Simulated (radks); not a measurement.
Fractional charge and spin in the 3s shell of chlorine: the spin-up occupation runs from 0 to 1 and the spin-down occupation from 0 to 1; the fullest corner is Cl, [Ne] 3p(up 2.5, down 2.5) 3s(up 1, down 1). All-electron calculation, scalar-relativistic Kohn-Sham, r2SCAN, spin-polarised, spherical densities, finite nucleus; meta-GGA in the generalised Kohn-Sham scheme; Fermi nuclear charge, rms radius of each element as measured or else 0.836 A^(1/3) + 0.57 fm. Program: a radial shooting solver on a logarithmic mesh with Libxc functionals. Energy (eV) minus the two flat planes that join the four corners (they meet along the diagonal where the two added fractions sum to one electron); zero is where a piecewise linear energy would lie.

| down \ up | 0 | 0.5 | 1 |
|---|---|---|---|
| 0 | 0.000 | -1.546 | 0.000 |
| 0.5 | -1.546 | 0.489 | -1.376 |
| 1 | 0.000 | -1.376 | 0.000 |

Corners above the fullest one (they belong to Cl+ and the next ion): (up 1, down 0) 27.021 eV, (up 0, down 1) 27.021 eV, (up 0, down 0) 67.706 eV. With half an added electron in each spin the energy lies 0.489 eV from the planes, and with half an added electron in spin up alone -1.546 eV. The planes are only a guide here: the flat-plane condition holds for ground states with one frontier orbital, while this shell lies below other occupied shells, so the corners above the fullest one are inner-hole states and not the ground states of those ions.
